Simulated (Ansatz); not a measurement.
`C[CH](C)[Zn][F]` + CH₄ → `[CH3][Zn][F]` + propane at 700 K and 1 bar (formal exchange of groups at a Zn–C bond).

Gas-phase electronic energies from Ansatz, PBE0-D4/def2-TZVP geometries. CCSD(T)/CBS adds triple-zeta CCSD(T) − MP2 to the extrapolated MP2 energy (def2 sets, frozen cores). This one scheme is used for every species. For Zn outer-core shells are correlated without core-valence functions, which leaves a few kJ/mol of doubt a bond. Scalar relativity is left out up to krypton. One conformer a species, not always the lowest.

```json
{"species": "`C[CH](C)[Zn][F]`", "CCSD(T)/CBS energy (Eh)": "-1996.57851", "H − E (kJ/mol)": "329.3", "S (J/(mol·K))": "472.5"}
{"species": "CH₄", "CCSD(T)/CBS energy (Eh)": "-40.46206", "H − E (kJ/mol)": "145.9", "S (J/(mol·K))": "224.0"}
{"species": "`[CH3][Zn][F]`", "CCSD(T)/CBS energy (Eh)": "-1918.06698", "H − E (kJ/mol)": "145.8", "S (J/(mol·K))": "346.6"}
{"species": "`CCC`", "CCSD(T)/CBS energy (Eh)": "-118.98051", "H − E (kJ/mol)": "329.4", "S (J/(mol·K))": "356.3"}
```

H − E and S are ideal-gas, rigid-rotor, harmonic terms from PBE0-D4/def2-TZVP, for one conformer and one mirror image of each species. 1 Eh = 2625.50 kJ/mol, R = 8.31446 J/(mol·K).

Problem. By hand: ΔE, ΔH, ΔS and ΔG.

Solution. ΔE = (-1918.06698) + (-118.98051) − (-1996.57851) − (-40.46206) = -0.00692 Eh = -18.2 kJ/mol. Δ(H − E) = 145.8 + 329.4 − 329.3 − 145.9 = 0.0, so ΔH = -18.2 kJ/mol. ΔS = 346.6 + 356.3 − 472.5 − 224.0 = 6.4 J/(mol·K). ΔG = -18.2 − 700 × (6.4)/1000 = -22.7 kJ/mol.

Problem. By hand: the equilibrium constant, and the temperature at which ΔG would vanish if ΔH and ΔS stayed fixed.

Solution. log₁₀ K = −ΔG/(RT ln 10) = 1.7. ΔH and −TΔS have one sign here, so there is no such temperature.

The number of gas molecules stays the same, so ΔS is small and ΔH decides. A doubt of 5 kJ/mol in ΔE shifts log₁₀ K by 0.4 here. Other conformers and mirror images would add mixing entropy, several J/(mol·K) or more a flexible species. These are equilibria of isolated gas molecules and say nothing of rates. Largest T1 diagnostic: 0.016 (customary marks: 0.02 for closed shells, 0.045 for open ones).

ΔS is within the doubt of such terms, so its sign, and with it that verdict, could turn.
